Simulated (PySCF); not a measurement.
PySCF 2.14 output of an unrestricted MN15 calculation on a single atom or ion in jorge-DZP-DKH, with the spin-free X2C one-electron Hamiltonian (Gaussian nucleus):

```
SCF conv_tol = 1e-09
number electrons alpha = 5  beta = 4
    H. S. Yu, X. He, S. L. Li, and D. G. Truhlar.,  Chem. Sci. 7, 5032-5051 (2016)
    H. S. Yu, X. He, S. L. Li, and D. G. Truhlar.,  Chem. Sci. 7, 5032-5051 (2016)
cycle= 1 E= -99.7742823462723  delta_E= -0.00398  |g|= 0.0254  |ddm|= 0.0664
cycle= 2 E= -99.7743277803771  delta_E= -4.54e-05  |g|= 0.00738  |ddm|= 0.0119
cycle= 3 E= -99.7743391475112  delta_E= -1.14e-05  |g|= 0.00302  |ddm|= 0.00625
cycle= 4 E= -99.7743422448731  delta_E= -3.1e-06  |g|= 0.000315  |ddm|= 0.00218
cycle= 5 E= -99.7743422948774  delta_E= -5e-08  |g|= 2.23e-05  |ddm|= 0.000335
cycle= 6 E= -99.7743422951445  delta_E= -2.67e-10  |g|= 5.46e-07  |ddm|= 2.61e-05
converged SCF energy = -99.7743422951445  <S^2> = 0.75037146  2S+1 = 2.0003714
```

The run itself started from symmetry-adapted Hartree-Fock orbitals and held the occupation by maximum overlap, on a logarithmic radial grid, so the iterations belong to that start.

Q: Which element, charge and spin multiplicity is this?

A: F (fluorine, neutral), multiplicity 2; the state was [He] 2s2 2p5, 2P determinant.
